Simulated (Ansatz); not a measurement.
Geometry optimisation, Ansatz, RKS B3LYP/def2-SVP.

The input (input.yaml):

```yaml
crystal:
  periodic: [false, false, false]
  atoms:
    - { symbol: Zr, position_ang: [0.015587, -0.092442, -0.111594] }
    - { symbol: F, position_ang: [-0.148451, -0.179568, 1.830141] }
    - { symbol: Cl, position_ang: [2.164074, -0.324117, -1.09223] }
    - { symbol: Cl, position_ang: [-1.145476, 1.726766, -1.103396] }
    - { symbol: "N", position_ang: [-0.974363, -1.745047, -0.658349] }
    - { symbol: H, position_ang: [-1.548883, -2.31587, -0.035375] }
    - { symbol: H, position_ang: [-1.07126, -2.100846, -1.611785] }
    - { symbol: P, position_ang: [1.786546, 2.734795, 1.658415] }
    - { symbol: H, position_ang: [2.90555, 1.844479, 1.554047] }
    - { symbol: H, position_ang: [1.532311, 2.725145, 0.25147] }
    - { symbol: H, position_ang: [0.870264, 1.683505, 1.951055] }
basis:
  gaussian: { orbitals: def2-SVP }
hamiltonian:
  xc: b3lyp
relax:
  f_tol: 0.03
  max_steps: 50
```

Run as:

```bash
$ ansatz run input.yaml --threads 4 --pin off --max-ram 5120MiB --backend cpu --events-out ev --progress --plain --runs-dir out
```

Question: Where does it end, and by what steps?

Answer: The forces met the threshold. The force dipped under the threshold on the way, but the program's further checks kept it going. After 15 steps the energy has fallen by 0.143 eV; H11 moved furthest, 0.84 Å.

```tsv
step	energy less start (eV)	largest force component (eV/Å)	accepted
0	0.0000	0.896	yes
1	-0.0857	0.267	yes
2	-0.1022	0.591	yes
3	-0.0870	0.598	no
4	-0.1205	0.280	yes
5	-0.1258	0.133	yes
6	-0.1304	0.158	yes
7	-0.1327	0.096	yes
8	-0.1355	0.101	yes
9	-0.1370	0.165	yes
10	-0.1385	0.140	yes
11	-0.1406	0.105	yes
12	-0.1419	0.072	yes
13	-0.1425	0.029	yes
14	-0.1430	0.035	yes
15	-0.1432	0.029	yes
```

```xyz
11
Properties=species:S:1:pos:R:3
Zr -0.048 -0.333 -0.232
F -0.242 -0.263 1.659
Cl 2.190 -0.713 -0.933
Cl -0.899 1.587 -1.340
N -1.152 -1.913 -0.791
H -1.677 -2.517 -0.158
H -1.283 -2.248 -1.747
P 2.164 3.020 1.804
H 2.818 1.982 1.069
H 1.188 3.248 0.781
H 1.327 2.107 2.520
```

Whether the end is a true minimum wasn't checked by a vibrational analysis.

Time of the run: 31 s on 4 threads of Intel(R) Xeon(R) 6975P-C (Granite Rapids) (shared host), peak memory 0.4 GiB.
